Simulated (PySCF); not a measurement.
Cost against size for one kind of job: PySCF 2.14.0, PBE0-D3(BJ)/def2-SVP geometry optimisation, gas phase; work: geometry optimisation from a GFN2-xTB start. Hardware: Arm Neoverse V2, one thread (shared host). Times come from a shared host and carry two figures at best.

```
            species (SMILES)  atoms  electrons  basis functions  SCF cycles  gradient evaluations  wall time
     [H][Ge]([H])([H])[CH]=C      9         50               90          31                     5       12 s
              N[SiH2][SiH2]P     12         58              108         129                    21       72 s
              Cl[C@@H]1CCOC1     13         56              123          25                     4          ?
            Cc1cccc[n+]1[O-]     15         58              147          36                     5       43 s
                  COc1ccncc1     15         58              147          34                     5          ?
                Nc1cccc(O)c1     15         58              147          35                     5       38 s
              CC(C)(C)C[Se-]     17         76              157          26                     4       40 s
              C[C@H](CO)CCCO     22         66              182          51                     9    2.4 min
C=C[SiH](C=C)N([SiH3])[SiH3]     21         86              189         120                    17    5.6 min
```

Question: Estimate the withheld figures.

Answer: `Cl[C@@H]1CCOC1`: 23 s; `COc1ccncc1`: 37 s.

Question: With all rows, how does the wall time grow with the number of basis functions N?

Answer: A straight line through log(time) against log(N) has slope 3.1 between N = 90 and 189, and the rows scatter about it by a factor of about 2.0 (standard error of the fit). This is a fit to these rows, whose iteration counts differ, not the method's formal scaling.

Question: Which species took longest, and how many times the shortest run?

Answer: `C=C[SiH](C=C)N([SiH3])[SiH3]`, at 5.6 min: about 28 times the shortest (12 s).
